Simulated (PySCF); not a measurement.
**Electron correlation in Te²⁺ (tellurium, charge +2)**

[Kr] 4d10 5s1 5p2 6s1, high-spin 5P determinant (an excited configuration). All numbers are calculated (PySCF 2.14, a scalar-relativistic core potential, in aug-cc-pwCVTZ-PP with ECP28MDF (8s7p6d4f1g, 96 functions)). Frozen: 4s2 4p6 4d10; 4 electrons correlated.

```tsv
level	correlation energy (mhartree)
CCSD	-25.91
(T)	-1.08
CCSD(T)	-26.99
```

Diagnostics: T1 = 0.12, D1 = 0.3445, largest double amplitude 0.171.

Problem. Is a single reference adequate?

Solution. Not fully. The outer electron is Rydberg-like, and this basis confines it to a smaller radius and binds it less than a complete one would. T1 exceeds 0.03, a sign that the reference determinant is poor. A double-excitation amplitude exceeds 0.15, a sign of near-degeneracy.
